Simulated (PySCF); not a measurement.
difluoromethyl(methyl)silane (C₂H₆F₂Si), SMILES C([SiH2]C)(F)F. Atoms are numbered in the order given.

```xyz
11

C     -0.9623    -1.7557     0.0000
Si     0.7062    -0.8990     0.0000
C      0.3726     0.9970     0.0000
F     -0.3722     1.3162    -1.1085
F     -0.3722     1.3162     1.1085
H     -1.5362    -1.4582     0.8913
H     -0.8572    -2.8515     0.0000
H     -1.5362    -1.4582    -0.8913
H      1.5073    -1.2182    -1.2163
H      1.5073    -1.2182     1.2163
H      1.2648     1.6509     0.0000
```
Charge 0, spin multiplicity 1.

Coordinates come from a B3LYP-D3(BJ)/def2-SVP optimisation. Other conformers were not sampled.

These are ωB97X/def2-TZVP run with PySCF values and carry that method's errors.

Symmetry labels are those of the subgroup Cs that the program uses (full group Cs).

Computed valence orbital energies around the gap with their symmetry:
```tsv
orbital	symmetry	energy (eV)
HOMO−7	A"	-14.84
HOMO−6	A'	-14.26
HOMO−5	A"	-14.22
HOMO−4	A"	-13.99
HOMO−3	A'	-13.73
HOMO−2	A"	-12.20
HOMO−1	A'	-11.95
HOMO	A'	-10.92
LUMO	A'	2.44
LUMO+1	A'	3.00
LUMO+2	A"	3.61
LUMO+3	A'	3.79
```
